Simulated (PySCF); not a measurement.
# Computed properties of C₆H₁₀, SMILES C=C[C@H]1C[C@H]1C

trans-(1R,2R)-1-ethenyl-2-methylcyclopropane (C6H10), SMILES C[C@H]1[C@H](C1)C=C. The structure is a stationary point at B3LYP-D3(BJ)/def2-SVP. Other conformers were not sampled. All values are computed for the isolated molecule unless a solvent is named; none is compared with measurement here.

**Structure.** All 42 harmonic modes at B3LYP-D3(BJ)/def2-SVP (PySCF) are real, so it is a minimum. With heavy atoms numbered as in [CH2:1]=[CH:2][C@H:3]1[CH2:4][C@H:5]1[CH3:6], the shortest bond between them is C1–C2 at 1.337 Å and the longest C3–C5 at 1.528 Å.

**Vibrations.** The strongest infrared lines (harmonic, unscaled, degenerate partners summed) lie at 3137 cm⁻¹ (37 km/mol, H 92 %, C 8 %), 3026 cm⁻¹ (34 km/mol, H 97 %), 932 cm⁻¹ (29 km/mol, H 71 %, C 29 %). The softest mode is at 81 cm⁻¹ and the zero-point energy is 89.1 kcal/mol.

**Electronic structure.** HF/def2-TZVP (PySCF) places the frontier levels at -9.35 and 3.85 eV, a gap of 13.20 eV, and gives a dipole moment of 0.47 D and a mean polarisability of 68.0 bohr³. PBE/def2-TZVP (PySCF) at the same geometry gives -5.87 and -0.81 eV, so its gap is 8.14 eV narrower. An orbital gap is neither the optical nor the fundamental gap.

**Excitations.** TDDFT-CAM-B3LYP/def2-SVPD (PySCF) has S1 at 6.67 eV (186 nm, f = 0.257, bright); the most intense of the 10 singlets computed lies at 6.67 eV (f = 0.26). T1 (TDA) is at 4.20 eV. TDDFT-PBE/def2-SVPD (PySCF) puts S1 at 5.92 eV. No vertical singlet excitation falls in the visible range (under 3.1 eV).

**NMR.** GIAO shifts at HF/pcSseg-1 (PySCF) (non-relativistic, atoms alike by connectivity averaged): ¹³C from 6.8 to 147.1 ppm against TMS; ¹H from 0.7 to 6.5 ppm against TMS.

**Solvation.** SMD-ωB97X/def2-SVP (PySCF) gives 0.8 kcal/mol in water, -4.0 kcal/mol in acetonitrile, -4.9 kcal/mol in dichloromethane (1 M in both phases, gas-phase geometry); of these solvents dichloromethane holds the molecule best.
